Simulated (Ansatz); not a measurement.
Computed with B3LYP-D3(BJ)/def2-SVP (Ansatz, an electronic-structure program). No frequencies were computed at this level.

Ansatz 0.2 input:
```yaml
crystal:
  periodic: [false, false, false]
  atoms:
    - { symbol: C, position_ang: [-1.376308, -2.291817, -0.364688] }
    - { symbol: C, position_ang: [-0.701054, -1.473902, 0.430923] }
    - { symbol: C, position_ang: [-0.362241, -0.081571, 0.109397] }
    - { symbol: C, position_ang: [0.98493, 0.300955, 0.177476] }
    - { symbol: Si, position_ang: [2.32349, -0.940813, 0.665784] }
    - { symbol: C, position_ang: [1.341174, 1.602075, -0.154616] }
    - { symbol: C, position_ang: [0.389689, 2.531705, -0.535084] }
    - { symbol: C, position_ang: [-0.940043, 2.166585, -0.577378] }
    - { symbol: C, position_ang: [-1.31997, 0.868036, -0.257386] }
    - { symbol: S, position_ang: [-3.064556, 0.550997, -0.303517] }
    - { symbol: H, position_ang: [-1.7327, -1.97933, -1.333492] }
    - { symbol: H, position_ang: [-1.578273, -3.313116, -0.089176] }
    - { symbol: H, position_ang: [-0.321901, -1.833314, 1.380584] }
    - { symbol: H, position_ang: [3.625338, -0.300484, 0.477543] }
    - { symbol: H, position_ang: [2.160386, -1.310715, 2.076105] }
    - { symbol: H, position_ang: [2.222045, -2.136169, -0.174149] }
    - { symbol: H, position_ang: [2.381208, 1.890973, -0.111806] }
    - { symbol: H, position_ang: [0.679897, 3.540138, -0.790023] }
    - { symbol: H, position_ang: [-1.701397, 2.879805, -0.855725] }
    - { symbol: H, position_ang: [-3.009714, -0.670041, 0.229229] }
basis:
  gaussian: { orbitals: def2-svp }
hamiltonian:
  xc: b3lyp
  dispersion: d3bj
relax:
  max_steps: 150
```

Output:

```
Functional definition: B3LYP
2237 factors; integrals over basis functions are off by at most 5.6e-4 eV
mean field evaluation 1: about -27147.9217 eV, gradient 6.5e1 eV
mean field evaluation 2: about -27138.5767 eV, gradient 8.8e1 eV
mean field evaluation 4: about -27159.8457 eV, gradient 9.1e0 eV
mean field evaluation 8: about -27160.1155 eV, gradient 6.5e-1 eV
mean field evaluation 16: about -27160.1166 eV, gradient 3.1e-4 eV
mean field -27160.11664069 eV, -998.1158767573 hartree, gradient 6.8e-5 eV, S^2 0.000000; 0 other end points of the search recorded, 0 dependent functions left out
reference -27160.11696584 eV, -998.1158887060 hartree; 44, 44 occupied and 154, 154 virtual orbitals, 2237 factors
relax step   1: F+E_penalty+E_count = -27161.37370791 eV  Δ(F+E_penalty+E_count) = +0.000e0 eV  max|allowed force component| = 6.964e-1 eV/Å  Δτ_max = 0.0000 Å  (30 SCF iters, accepted)
these checks for a lower state are left out or cut short: starts, cluster_reference, orbital_swaps, neighbouring_geometries, increment
2237 factors; integrals over basis functions are off by at most 5.9e-4 eV
mean field -27160.23694837 eV, -998.1202979828 hartree, gradient 2.1e-5 eV, S^2 0.000000; 0 other end points of the search recorded, 0 dependent functions left out
reference -27160.23727748 eV, -998.1203100773 hartree; 44, 44 occupied and 154, 154 virtual orbitals, 2237 factors
relax step   2: F+E_penalty+E_count = -27161.47812472 eV  Δ(F+E_penalty+E_count) = -1.044e-1 eV  max|allowed force component| = 1.631e-1 eV/Å  Δτ_max = 0.1212 Å  (32 SCF iters, accepted)
these checks for a lower state are left out or cut short: starts, cluster_reference, orbital_swaps, neighbouring_geometries, increment
2237 factors; integrals over basis functions are off by at most 6.1e-4 eV
mean field evaluation 32: about -27160.2446 eV, gradient 2.0e-5 eV
mean field -27160.24457205 eV, -998.1205781479 hartree, gradient 2.0e-5 eV, S^2 0.000000; 0 other end points of the search recorded, 0 dependent functions left out
reference -27160.24490256 eV, -998.1205902940 hartree; 44, 44 occupied and 154, 154 virtual orbitals, 2237 factors
relax step   3: F+E_penalty+E_count = -27161.48332871 eV  Δ(F+E_penalty+E_count) = -5.204e-3 eV  max|allowed force component| = 2.335e-1 eV/Å  Δτ_max = 0.0534 Å  (32 SCF iters, accepted)
these checks for a lower state are left out or cut short: starts, cluster_reference, orbital_swaps, neighbouring_geometries, increment
2237 factors; integrals over basis functions are off by at most 6.0e-4 eV
mean field -27160.24875957 eV, -998.1207320365 hartree, gradient 2.1e-5 eV, S^2 0.000000; 0 other end points of the search recorded, 0 dependent functions left out
reference -27160.24908950 eV, -998.1207441610 hartree; 44, 44 occupied and 154, 154 virtual orbitals, 2237 factors
relax step   4: F+E_penalty+E_count = -27161.48834362 eV  Δ(F+E_penalty+E_count) = -5.015e-3 eV  max|allowed force component| = 1.061e-1 eV/Å  Δτ_max = 0.0581 Å  (32 SCF iters, accepted)
these checks for a lower state are left out or cut short: starts, cluster_reference, orbital_swaps, neighbouring_geometries, increment
2237 factors; integrals over basis functions are off by at most 5.9e-4 eV
mean field -27160.25210823 eV, -998.1208550975 hartree, gradient 2.1e-5 eV, S^2 0.000000; 0 other end points of the search recorded, 0 dependent functions left out
reference -27160.25243763 eV, -998.1208672026 hartree; 44, 44 occupied and 154, 154 virtual orbitals, 2237 factors
relax step   5: F+E_penalty+E_count = -27161.49157246 eV  Δ(F+E_penalty+E_count) = -3.229e-3 eV  max|allowed force component| = 6.358e-2 eV/Å  Δτ_max = 0.0341 Å  (32 SCF iters, accepted)
these checks for a lower state are left out or cut short: starts, cluster_reference, orbital_swaps, neighbouring_geometries, increment
2237 factors; integrals over basis functions are off by at most 5.7e-4 eV
mean field -27160.25346103 eV, -998.1209048120 hartree, gradient 2.1e-5 eV, S^2 0.000000; 0 other end points of the search recorded, 0 dependent functions left out
reference -27160.25379031 eV, -998.1209169125 hartree; 44, 44 occupied and 154, 154 virtual orbitals, 2237 factors
relax step   6: F+E_penalty+E_count = -27161.49275755 eV  Δ(F+E_penalty+E_count) = -1.185e-3 eV  max|allowed force component| = 6.656e-2 eV/Å  Δτ_max = 0.0312 Å  (32 SCF iters, accepted)
these checks for a lower state are left out or cut short: starts, cluster_reference, orbital_swaps, neighbouring_geometries, increment
2237 factors; integrals over basis functions are off by at most 5.5e-4 eV
mean field -27159.93579914 eV, -998.1092309527 hartree, gradient 1.8e-5 eV, S^2 0.000000; 0 other end points of the search recorded, 0 dependent functions left out
reference -27159.93613053 eV, -998.1092431312 hartree; 44, 44 occupied and 154, 154 virtual orbitals, 2237 factors
relax step   7: F+E_penalty+E_count = -27161.17381950 eV  Δ(F+E_penalty+E_count) = +3.189e-1 eV  max|allowed force component| = 2.317e0 eV/Å  Δτ_max = 0.1422 Å  (31 SCF iters, rejected (line search))
these checks for a lower state are left out or cut short: starts, cluster_reference, orbital_swaps, neighbouring_geometries, increment
2237 factors; integrals over basis functions are off by at most 5.5e-4 eV
mean field evaluation 64: about -27160.2554 eV, gradient 1.7e-1 eV
mean field -27160.25551344 eV, -998.1209802363 hartree, gradient 2.2e-5 eV, S^2 0.000000; 0 other end points of the search recorded, 0 dependent functions left out
reference -27160.25584253 eV, -998.1209923302 hartree; 44, 44 occupied and 154, 154 virtual orbitals, 2237 factors
relax step   8: F+E_penalty+E_count = -27161.49437742 eV  Δ(F+E_penalty+E_count) = -1.620e-3 eV  max|allowed force component| = 2.417e-2 eV/Å  Δτ_max = 0.0514 Å  (31 SCF iters, accepted)
these checks for a lower state are left out or cut short: starts, cluster_reference, orbital_swaps, neighbouring_geometries, increment
2237 factors; integrals over basis functions are off by at most 5.3e-4 eV
mean field -27160.25622447 eV, -998.1210063664 hartree, gradient 2.4e-5 eV, S^2 0.000000; 0 other end points of the search recorded, 0 dependent functions left out
reference -27160.25655327 eV, -998.1210184496 hartree; 44, 44 occupied and 154, 154 virtual orbitals, 2237 factors
relax step   9: F+E_penalty+E_count = -27161.49503594 eV  Δ(F+E_penalty+E_count) = -6.585e-4 eV  max|allowed force component| = 3.578e-2 eV/Å  Δτ_max = 0.0613 Å  (31 SCF iters, accepted)
these checks for a lower state are left out or cut short: starts, cluster_reference, orbital_swaps, neighbouring_geometries, increment
2237 factors; integrals over basis functions are off by at most 5.3e-4 eV
mean field -27160.25662887 eV, -998.1210212277 hartree, gradient 9.4e-6 eV, S^2 0.000000; 0 other end points of the search recorded, 0 dependent functions left out
reference -27160.25695782 eV, -998.1210333166 hartree; 44, 44 occupied and 154, 154 virtual orbitals, 2237 factors
relax step  10: F+E_penalty+E_count = -27161.49516757 eV  Δ(F+E_penalty+E_count) = -1.316e-4 eV  max|allowed force component| = 1.986e-2 eV/Å  Δτ_max = 0.0078 Å  (26 SCF iters, accepted)
these checks for a lower state are left out or cut short: starts, cluster_reference, orbital_swaps, neighbouring_geometries, increment
2237 factors; integrals over basis functions are off by at most 5.3e-4 eV
mean field -27160.25655959 eV, -998.1210186818 hartree, gradient 2.2e-5 eV, S^2 0.000000; 0 other end points of the search recorded, 0 dependent functions left out
reference -27160.25688850 eV, -998.1210307689 hartree; 44, 44 occupied and 154, 154 virtual orbitals, 2237 factors
relax step  11: F+E_penalty+E_count = -27161.49525316 eV  Δ(F+E_penalty+E_count) = -8.559e-5 eV  max|allowed force component| = 1.123e-2 eV/Å  Δτ_max = 0.0058 Å  (25 SCF iters, accepted)
these checks for a lower state are left out or cut short: starts, cluster_reference, orbital_swaps, neighbouring_geometries, increment
2237 factors; integrals over basis functions are off by at most 5.3e-4 eV
mean field -27160.25651231 eV, -998.1210169445 hartree, gradient 2.2e-5 eV, S^2 0.000000; 0 other end points of the search recorded, 0 dependent functions left out
reference -27160.25684113 eV, -998.1210290283 hartree; 44, 44 occupied and 154, 154 virtual orbitals, 2237 factors
relax step  12: F+E_penalty+E_count = -27161.49529805 eV  Δ(F+E_penalty+E_count) = -4.489e-5 eV  max|allowed force component| = 1.481e-2 eV/Å  Δτ_max = 0.0123 Å  (26 SCF iters, accepted)
these checks for a lower state are left out or cut short: starts, cluster_reference, orbital_swaps, neighbouring_geometries, increment
2237 factors; integrals over basis functions are off by at most 5.4e-4 eV
mean field evaluation 96: about -27160.2565 eV, gradient 5.5e-4 eV
mean field -27160.25654699 eV, -998.1210182186 hartree, gradient 2.5e-5 eV, S^2 0.000000; 0 other end points of the search recorded, 0 dependent functions left out
reference -27160.25687577 eV, -998.1210303010 hartree; 44, 44 occupied and 154, 154 virtual orbitals, 2237 factors
relax step  13: F+E_penalty+E_count = -27161.49530874 eV  Δ(F+E_penalty+E_count) = -1.069e-5 eV  max|allowed force component| = 1.207e-2 eV/Å  Δτ_max = 0.0090 Å  (25 SCF iters, accepted)
these checks for a lower state are left out or cut short: starts, cluster_reference, orbital_swaps, neighbouring_geometries, increment
2237 factors; integrals over basis functions are off by at most 5.4e-4 eV
mean field -27160.25662021 eV, -998.1210209097 hartree, gradient 4.9e-5 eV, S^2 0.000000; 0 other end points of the search recorded, 0 dependent functions left out
reference -27160.25694899 eV, -998.1210329921 hartree; 44, 44 occupied and 154, 154 virtual orbitals, 2237 factors
relax step  14: F+E_penalty+E_count = -27161.49532357 eV  Δ(F+E_penalty+E_count) = -1.483e-5 eV  max|allowed force component| = 5.784e-3 eV/Å  Δτ_max = 0.0013 Å  (22 SCF iters, accepted)
2237 factors; integrals over basis functions are off by at most 5.4e-4 eV
mean field -27160.25662021 eV, -998.1210209097 hartree, gradient 4.9e-5 eV, S^2 0.000000; 1 other end points of the search recorded, 0 dependent functions left out
reference -27160.25694899 eV, -998.1210329921 hartree; 44, 44 occupied and 154, 154 virtual orbitals, 2237 factors
Total energy: -27161.49565235 eV, -998.1665545010 hartree
Atom 0 at    -1.458816    -2.345186    -0.317961 Å, force    -0.000763     0.000614    -0.000120 eV/Å
Atom 1 at    -0.688807    -1.509617     0.393210 Å, force     0.001108     0.005784    -0.001945 eV/Å
Atom 2 at    -0.367421    -0.097975     0.077659 Å, force    -0.005195    -0.004494     0.003732 eV/Å
Atom 3 at     0.993584     0.300470     0.174873 Å, force     0.001889     0.001617    -0.000872 eV/Å
Atom 4 at     2.350659    -0.914738     0.669592 Å, force    -0.001861     0.001438    -0.000980 eV/Å
Atom 5 at     1.365524     1.613472    -0.145920 Å, force    -0.000167    -0.000992    -0.000932 eV/Å
Atom 6 at     0.405449     2.547976    -0.539837 Å, force     0.000490     0.001501     0.000363 eV/Å
Atom 7 at    -0.933178     2.177600    -0.601666 Å, force    -0.000404    -0.000805     0.000678 eV/Å
Atom 8 at    -1.335033     0.865027    -0.299518 Å, force     0.000405    -0.000158    -0.001095 eV/Å
Atom 9 at    -3.091256     0.576338    -0.420050 Å, force     0.002541    -0.001478     0.001741 eV/Å
Atom 10 at    -1.968812    -2.028728    -1.231288 Å, force     0.001771    -0.001891     0.001449 eV/Å
Atom 11 at    -1.585829    -3.385668    -0.007943 Å, force    -0.000910    -0.000618     0.000147 eV/Å
Atom 12 at    -0.184940    -1.912261     1.281026 Å, force    -0.000559    -0.000797    -0.002442 eV/Å
Atom 13 at     3.649829    -0.184099     0.643129 Å, force     0.001834     0.000804    -0.000080 eV/Å
Atom 14 at     2.131875    -1.453229     2.045652 Å, force    -0.000053    -0.000402     0.001932 eV/Å
Atom 15 at     2.419083    -2.075193    -0.264528 Å, force     0.000415    -0.001824    -0.000665 eV/Å
Atom 16 at     2.414702     1.912679    -0.085703 Å, force    -0.000027     0.000023     0.000600 eV/Å
Atom 17 at     0.697808     3.572348    -0.782579 Å, force    -0.000146    -0.000120    -0.000165 eV/Å
Atom 18 at    -1.691607     2.914930    -0.875534 Å, force    -0.000159    -0.000063     0.000012 eV/Å
Atom 19 at    -3.122811    -0.574149     0.287387 Å, force    -0.000210     0.001860    -0.001358 eV/Å
Dipole moment:     0.009072    -0.056153     0.043522 e Å
```

Cost: about 6 core-minutes (a rough figure).
